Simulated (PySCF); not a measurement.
## Sc²⁺: fine-structure interval

Sc²⁺ [Ar] 3d1 [3d3/2^1, M_J = 3/2] → Sc²⁺ [Ar] 3d1 [3d5/2^1, M_J = 5/2], as a difference of total energies. All numbers are calculated (PySCF 2.14, the two-component X2C-1e Hamiltonian, in x2c-QZVPPall-2c). Correlated levels: [Ne] frozen; the 8 highest virtual spinors dropped. "Screened" scales the spin-orbit matrix elements by Boettger's factors to mimic the two-electron term; Breit and QED terms are absent.

```tsv
method	fine-structure interval (cm⁻¹)
GHF (screened spin-orbit)	373.33
GMP2 (screened spin-orbit)	66.509
GHF (bare spin-orbit)	581.38
```

GHF and GMP2 differ strongly here because the two determinants are spin-polarised to different degrees; the interval is a small difference of such terms.
